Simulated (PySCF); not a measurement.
HISeZn. Atoms are numbered in the order given.

```xyz
4

Zn    -0.0130    -0.4137     0.0000
I      0.0036     2.0091     0.0000
Se    -0.0365    -2.6874     0.0000
H      1.4373    -2.7013     0.0000
```

Geometry optimised at r2SCAN-D4/def2-SVP. The structure was generated by enumeration; whether it is a known compound was not checked. The def2 effective core potentials stand for the cores of I; spin–orbit coupling is left out. One conformer was computed; it need not be the lowest.

All values below come from IEF-PCM-PBE0/def2-SVP (PySCF).

The values are the electrostatic part of the solvation free energy, E(continuum) − E(gas) at the gas-phase geometry, in a cavity of scaled van der Waals radii (PySCF's table); cavitation and dispersion terms are not included. A continuum can't describe solvent molecules that bind to the metal. In vacuum the orbital gap is 5.75 eV. The dipole moment in vacuum is 0.88 D.

```json
[
 {"solvent": "water", "ε": "78.36", "ΔG(elec) (kcal/mol)": "-16.0", "dipole (D)": "1.22", "gap (eV)": "6.22"},
 {"solvent": "2-propanol", "ε": "19.26", "ΔG(elec) (kcal/mol)": "-14.7", "dipole (D)": "1.20", "gap (eV)": "6.18"},
 {"solvent": "benzene", "ε": "2.27", "ΔG(elec) (kcal/mol)": "[?]", "dipole (D)": "[?]", "gap (eV)": "[?]"}
]
```

Problem. What belongs in the gaps? (The exact figures need the calculation; the answer reports its results.)

Solution. 
- benzene, ΔG(elec) (kcal/mol): -6.3
- benzene, dipole (D): 1.03
- benzene, gap (eV): 5.92
